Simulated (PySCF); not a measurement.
In(Me)2(OH) (C2H7InO), SMILES [CH3][In]([OH])[CH3].

The structure is a stationary point at PBE0-D3(BJ)/def2-SVP. The structure was generated by enumeration; whether it is a known compound was not checked. The def2 effective core potentials stand for the cores of In; spin–orbit coupling is left out. One conformer was computed; it need not be the lowest.

Method: PySCF with C-PCM-M06-2X/def2-SVP.

The values are the electrostatic part of the solvation free energy, E(continuum) − E(gas) at the gas-phase geometry, in a cavity of scaled van der Waals radii (PySCF's table); cavitation and dispersion terms are not included. A continuum can't describe solvent molecules that bind to the metal. In vacuum the orbital gap is 8.33 eV. The dipole moment in vacuum is 2.39 D.

Computed values in water (ε = 78.36), dimethylsulfoxide (ε = 46.83), diethylether (ε = 4.24):
| solvent | ε | ΔG(elec) (kcal/mol) | dipole (D) | gap (eV) |
|---|---|---|---|---|
| water | 78.36 | -8.1 | 3.02 | 8.53 |
| dimethylsulfoxide | 46.83 | -8.0 | 3.02 | 8.53 |
| diethylether | 4.24 | -6.1 | 2.85 | 8.48 |
